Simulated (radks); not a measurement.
Cu II, configuration [Ar] 3d10. Calculated with a radial shooting solver on a logarithmic mesh with Libxc functionals: non-relativistic Kohn-Sham, LB94 model potential, spin-polarised, spherical densities, point nucleus. Some entries of the table are withheld. Estimate them.

orbital,occ.,eigenvalue (hartree),<1/r> (bohr^-1),<r> (bohr)
1s,2,-324.6129,28.55,0.05279
2s,2,(1),6.198,0.2379
2p,6,-34.69284,6.181,0.2069
3s,2,(2),1.944,0.7264
3p,6,-3.20388,1.819,0.7581
3d,10,-0.80178,1.411,0.9812
4s,0,-0.65861,0.5328,(3)
4p,0,-0.43579,0.4240,(4)

Answer. 
(1) 2s eigenvalue (hartree): -39.37044
(2) 3s eigenvalue (hartree): -4.65086
(3) 4s <r> (bohr): 2.434
(4) 4p <r> (bohr): 3.023
